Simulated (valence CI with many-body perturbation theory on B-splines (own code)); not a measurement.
## Pt⁷³⁺: calculated level list

Level of theory: configuration interaction combined with many-body perturbation theory (CI+MBPT): three valence electrons over a frozen Dirac-Fock core [He], a basis of 11 s, 11 p, 9 d, 7 f, 5 g, 2 h, 1 i functions for each j, with the one-electron correlation potential Σ1, the two-electron term Σ2, the three-electron term Σ3, Breit, model QED; selected CI, second order for the rest (own B-spline code, finite nucleus).

The last digits are not significant, and no measured levels were compared; by estimate large intervals hold to a few tenths of a per cent, small ones and those within an open d or f shell to about a per cent.

Levels 91 to 103 of 103, with energies above the lowest level, (2s^2 2p1/2) J=1/2. "Leading %" is the weight of the configuration and term that name the level; weights of strongly mixed levels are sums over their largest components and can fall short. In the jj column 3d3/2^4 stands for four electrons in 3d with j = 3/2. Lifetimes count E1, E2, E3, M1 and M2 decay at the calculated energies, and are blank where another channel may lead or the interval is too uncertain; long ones can be off by a factor of two.

| No. | Configuration | Term | J | E (eV) | Leading % | Second component | Lifetime | Leading jj |
| --- | --- | --- | --- | --- | --- | --- | --- | --- |
| 91 | 2p²3p | ²P° | 1/2 | 15122 | 87 | 8 % 2p²3p ⁴D° | 1.81 fs | 2p1/2 2p3/2 3p3/2 (99 %) |
| 92 | 2p²3d | ²G | 7/2 | 15127 | 56 | 25 % 2p²3d ²F | 12.3 fs | 2p1/2 2p3/2 3d3/2 (99 %) |
| 93 | 2p²3d | ²D | 5/2 | 15145 | 37 | 32 % 2p²3d ²F | 394 as | 2p1/2 2p3/2 3d3/2 (99 %) |
| 94 | 2p²3d | ²D | 3/2 | 15151 | 47 | 18 % 2p²3d ²P | 383 as | 2p1/2 2p3/2 3d3/2 (100 %) |
| 95 | 2p²3d | ²P | 1/2 | 15162 | 39 | 32 % 2p²3d ⁴P | 362 as | 2p1/2 2p3/2 3d3/2 (100 %) |
| 96 | 2p²3d | ⁴D | 7/2 | 15250 | 46 | 39 % 2p²3d ⁴F | 12.7 fs | 2p1/2 2p3/2 3d5/2 (100 %) |
| 97 | 2p²3d | ²G | 9/2 | 15268 | 65 | 35 % 2p²3d ⁴F | 35.9 fs | 2p1/2 2p3/2 3d5/2 (100 %) |
| 98 | 2p²3d | ²P | 3/2 | 15270 | 41 | 24 % 2p²3d ⁴P | 657 as | 2p1/2 2p3/2 3d5/2 (100 %) |
| 99 | 2p²3d | ²F | 5/2 | 15272 | 44 | 18 % 2p²3d ⁴D | 536 as | 2p1/2 2p3/2 3d5/2 (99 %) |
| 100 | 2p²3d | ²D | 5/2 | 15290 | 56 | 29 % 2p²3d ⁴P | 346 as | 2p1/2 2p3/2 3d5/2 (99 %) |
| 101 | 2p²3d | ²F | 7/2 | 15297 | 71 | 12 % 2p²3d ⁴F | 319 as | 2p1/2 2p3/2 3d5/2 (99 %) |
| 102 | 2p²3d | ²D | 3/2 | 15307 | 57 | 30 % 2p²3d ²P | 471 as | 2p1/2 2p3/2 3d5/2 (100 %) |
| 103 | 2p²3d | ²P | 1/2 | 15313 | 56 | 38 % 2p²3d ²S | 450 as | 2p1/2 2p3/2 3d5/2 (100 %) |
